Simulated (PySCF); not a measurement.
SSi, charge +1, multiplicity 2. Atoms are numbered in the order given.

```xyz
2

Si     0.0000     0.0000    -1.1088
S      0.0000     0.0000     0.9702
```
Charge +1, spin multiplicity 2.

The structure is a stationary point at r2SCAN-D4/def2-TZVPD. The multiplicity is an assumed one; other spin states were not compared.

The numbers are results of B3LYP/def2-TZVPD run with PySCF, not measurements.

Computed frontier levels, dipole moment:
```
Item                                                                Value
------------------------------------------------  -----------------------
α spin, highest occupied and lowest empty level       -14.88 and -9.71 eV
β spin, highest occupied and lowest empty level      -14.65 and -12.57 eV
dipole moment about the centre of nuclear charge                0.506 e·Å
⟨S²⟩                                              0.755 (pure state 0.75)
```
